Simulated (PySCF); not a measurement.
methylammonium (CH6N), SMILES C[NH3+], charge +1. Geometry optimised at PBE-D3(BJ)/def2-TZVP.

Computed with PBE-D3(BJ)/def2-TZVP in PySCF 2.14.0.

Harmonic wavenumbers (cm⁻¹): 294, 888, 888, 923, 1239, 1239, 1416, 1449, 1449, 1481, 1622, 1622, 3023, 3125, 3125, 3317, 3389, 3389. Rotational constants (GHz): 83.54, 19.96, 19.96; symmetry number 3.

**Question.** Work out the zero-point energy and the ideal-gas rigid-rotor harmonic-oscillator thermochemistry at 298.15 K and 1 atm.

**Answer.** ZPE = ½ Σ hcν = ½ × 33877 cm⁻¹ = 202.63 kJ/mol. H − E(el) = 214.25 kJ/mol. Entropy in J/(mol K): translation 152.00, rotation 73.74, vibration 8.43, total 234.17. G − E(el) = 144.43 kJ/mol. Cp = 50.02 J/(mol K).
